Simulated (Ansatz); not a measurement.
Start from `[CH3][SnH]([F])[SiH2]F` and change one atom or group to get `[CH3][SnH]([OH])[F]`.

Ansatz, PBE0-D4/def2-TZVP geometries, multiplicity 1. Each molecule was computed in one conformer, which needn't be the lowest.

Elements past krypton have def2 core potentials.

| property | `[CH3][SnH]([F])[SiH2]F` |
| --- | --- |
| HOMO–LUMO gap (B3LYP/def2-TZVPP) / eV | 6.62 |
| LUMO energy (ωB97M-V/def2-TZVPP) / eV | 0.66 |
| size of the dipole moment (B3LYP/def2-TZVPP) / D | 2.92 |
| size of the dipole moment (PBE/def2-TZVPP) / D | 2.75 |
| HOMO–LUMO gap (PBE0/def2-TZVPP) / eV | 7.02 |
| HOMO energy (B3LYP/def2-TZVPP) / eV | -7.79 |

Task: What does the change do to each property? (An estimate is asked.)

Result: Ansatz gave: 
```
                                        property  `[CH3][SnH]([OH])[F]`  shift
           HOMO–LUMO gap (B3LYP/def2-TZVPP) / eV                   7.47   0.85
           LUMO energy (ωB97M-V/def2-TZVPP) / eV                   1.30   0.64
size of the dipole moment (B3LYP/def2-TZVPP) / D                   2.96   0.04
  size of the dipole moment (PBE/def2-TZVPP) / D                   2.82   0.07
            HOMO–LUMO gap (PBE0/def2-TZVPP) / eV                   8.09   1.07
             HOMO energy (B3LYP/def2-TZVPP) / eV                  -8.26  -0.47
```

With PBE0 the HOMO falls by 0.51 eV and the LUMO rises by 0.57 eV, so the gap widens by about 1.08 eV. PBE moves the HOMO by -0.15 eV and ωB97M-V by -0.77 eV. Dipoles are sizes alone; their direction can turn.

B3LYP here is the variant with VWN-RPA as its local correlation; programs differ in this.
